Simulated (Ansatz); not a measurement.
Reaction (formal loss of a carbene): `C=C([SiH3])[SiH2]C` → `C=C([SiH3])[SiH3]` + `[CH2]` (triplet)

Computed with Ansatz on PBE0-D4/def2-TZVP structures; ΔE is electronic, products minus reactants. CBS: MP2 limit from def2 TZ/QZ plus the TZ coupled-cluster correction, frozen cores. This one scheme is used for every species. Functionals use def2-TZVPP. Triplets are unrestricted, without spin–orbit coupling. Each species was taken in one conformer, which may not be the lowest.

```tsv
level	ΔE (kcal/mol)
B2PLYP	111.9
PBE	114.3
SCS-MP2/def2-QZVPP	116.7
HF/CBS(def2)	78.0
```

Question: What does CCSD(T)/CBS give? (Estimate.)

Answer: The calculation gave: +114.6 kcal/mol. The listed levels differ from it by -2.7, -0.3, 2.1, -36.6 kcal/mol.

Largest T1 diagnostic among the species: 0.012.

In def2-TZVPP, CCSD(T) changes the Hartree–Fock value by +33.6 kcal/mol (the triples alone add +2.8 kcal/mol) and MP2 by +37.2 kcal/mol. From PBE to PBE0 (25 % exact exchange), in def2-TZVPP and without D4, ΔE moves by −1.7 kcal/mol. The D4 term adds +2.8 kcal/mol with B3LYP and +1.6 kcal/mol with PBE0; it sums over pairs of atoms, weighted by their polarisabilities, and B3LYP, whose exchange is more repulsive, gets the larger term.

CCSD(T)/CBS has its own doubt, a few kJ/mol and more with outer-core shells, so smaller differences from it don't rank the levels.

B3LYP here is the variant with VWN-RPA as its local correlation; programs differ in this.
